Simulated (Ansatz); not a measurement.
```yaml
crystal:
  periodic: [false, false, false]
  atoms:
    - {symbol: F, position_ang: [-2.184910, 1.793408, 0.285536]}
    - {symbol: C, position_ang: [-2.248442, 0.658986, -0.470158]}
    - {symbol: C, position_ang: [-1.231867, -0.351645, 0.020313]}
    - {symbol: F, position_ang: [-1.371682, -1.468606, -0.721654]}
    - {symbol: F, position_ang: [-1.466586, -0.693370, 1.296114]}
    - {symbol: O, position_ang: [0.029476, 0.174545, -0.133579]}
    - {symbol: C, position_ang: [1.111499, -0.361174, 0.525037]}
    - {symbol: F, position_ang: [1.062177, -1.701689, 0.536321]}
    - {symbol: F, position_ang: [1.131405, 0.045842, 1.810186]}
    - {symbol: C, position_ang: [2.382164, 0.132943, -0.135732]}
    - {symbol: F, position_ang: [2.437315, -0.298873, -1.428989]}
    - {symbol: H, position_ang: [-2.030212, 0.898254, -1.513144]}
    - {symbol: H, position_ang: [-3.241646, 0.213055, -0.380645]}
    - {symbol: H, position_ang: [3.232625, -0.266427, 0.421533]}
    - {symbol: H, position_ang: [2.388674, 1.224752, -0.111158]}
basis:
  gaussian: {orbitals: cc-pVTZ-PP}
total_charge: -1
magnetization: {spin_polarized: true, initial_magnetization: 1}
hamiltonian: {xc: {name: revPBE}, dispersion: d3bjatm}
scf: {lower_state_search: off}
output: {forces: true}
```

```sh
$ ansatz run in.yaml --threads 4 --pin off --events-out ev --progress --plain --max-ram 66560MiB --backend cpu
```

Shortened log:

```
Functional definition: revPBE
Error: <dir> the basis set cc-pVTZ-PP has no functions for F
```

In this input the basis set is misnamed or doesn't suit the job. The program refused the input.
